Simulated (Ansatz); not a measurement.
# Interaction energy ladder

The pair of Cl$_{2}$ (SMILES ClCl, atoms 1–2) and HfH$_{4}$O$_{4}$ (SMILES O[Hf](O)(O)O, atoms 3–11), both closed shells, in one local arrangement (a lower one may exist), relaxed at PBE0-D4/def2-TZVP:

```xyz
11
angstrom
Cl 0.7009 1.6032 -2.1217
Cl 0.6459 1.5931 -4.1234
O -1.9202 -0.3475 -0.0669
Hf -0.1534 -0.3743 0.7067
O 0.6703 1.3938 0.4849
O -0.2787 -0.7795 2.5891
O 0.9468 -1.6972 -0.1632
H -2.5572 -0.2212 -0.7622
H 1.0380 2.1479 0.9382
H -0.5736 -1.2377 3.3686
H 1.4813 -2.0808 -0.8499
```

Program: Ansatz 0.2.0. Basis: def2-TZVPPD, with def2-QZVPPD for the basis limit. Cores are frozen in the correlated methods. Core potentials replace the inner electrons of the atoms past krypton. B3LYP uses VWN-RPA correlation. Extrapolation: Hartree–Fock as exp(−7.88 √X), correlation as X^−2.97. Interaction energies count from these two fragments, frozen as in the pair, with the counterpoise correction; negative means bound.

Q: What is the interaction energy by CCSD(T) at an estimated basis limit (MP2 extrapolated from triple and quadruple zeta, plus CCSD(T) − MP2 in triple zeta)? (Judge from chemistry; the value comes from the calculation.)

A: The calculation gives: -15.5 kJ/mol. Hartree–Fock alone gives 4.5 kJ/mol at the basis limit, so without correlation the pair would not bind at this distance. It counts from the two fragments frozen as in the pair.

The same quantity by other methods in triple zeta, and each one's difference from that estimate:
| method | E_int (kJ/mol) | difference |
| --- | --- | --- |
| PBE-D4 | -22.9 | -7.5 |
| revPBE-D4 | -18.9 | -3.5 |
| BLYP-D4 | -20.2 | -4.7 |
| r2SCAN-D4 | -23.5 | -8.1 |
| B97M-V | -22.6 | -7.1 |
| PBE0-D4 | -18.5 | -3.0 |
| B3LYP-D4 | -18.1 | -2.6 |
| HSE06-D4 | -18.6 | -3.1 |
| wB97X-V | -14.6 | 0.9 |
| wB97M-V | -15.6 | -0.2 |
| B2PLYP | -10.5 | 5.0 |
| HF | 4.6 | 20.1 |
| MP2 | -14.1 | 1.4 |
| CCSD | -7.9 | 7.6 |
| CCSD(T) | -11.4 | 4.1 |
Differences are method less estimate.

Q: Which atoms make the shortest contact between the fragments?

A: Cl1 and O5, 2.62 Å apart.

Energy to bend the free fragments (PBE0-D4 minima) into their shapes in the pair, CCSD(T)/def2-TZVPPD: Cl$_{2}$ -0.6 kJ/mol; HfH$_{4}$O$_{4}$ 1.4 kJ/mol. This must be added to the interaction energy to get the binding energy from relaxed fragments.

Basis-set superposition shift (counterpoise-corrected less uncorrected): CCSD(T) 6.6; MP2 6.3; HF 1.3; PBE0-D4 1.2; wB97M-V 1.0 kJ/mol.

The T1 diagnostic stays at or below 0.016.

For scale, one of the runs: CCSD(T)/def2-TZVPPD, 389 basis functions (an equivalent command: `ansatz run in.yaml --threads 3 --backend cuda`). The run took 19 s on 3 CPU threads and a share of one NVIDIA H100 (shared host), with 1.7 GiB of host memory at its peak.
